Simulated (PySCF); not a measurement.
**From computed data to an observable: oscillator strength and radiative lifetime**

C5H6O, SMILES C=C1C=COC1.

The structure is a stationary point at B3LYP-D3(BJ)/def2-SVP. Other conformers were not sampled.

TDA-M06-2X/def2-SVPD run with PySCF puts the first singlet state with f over 0.02 at 5.37 eV (vertical), with the transition dipole (0.118, -1.963, 0.000) in atomic units.

Task: Find the oscillator strength, the wavelength and the radiative lifetime that this transition would have in vacuum if emission retraced absorption.

Result: 
|μ|² = 3.8673 au, so |μ| = 5.00 D. ΔE = 5.37/27.211 = 0.1973 hartree. f = (2/3) ΔE |μ|² = 0.509 (the program prints 0.509).
λ = 1239.84/5.37 = 231 nm; ν = 43312 cm⁻¹.
Einstein's coefficient A = 0.6670 ν² f s⁻¹ (ν in cm⁻¹) = 6.4e8 s⁻¹, so τ = 1/A = 1.6 ns. This state is S1. The figure is the radiative limit of this one transition; relaxation, internal conversion, crossing to triplets and a medium change what is measured.
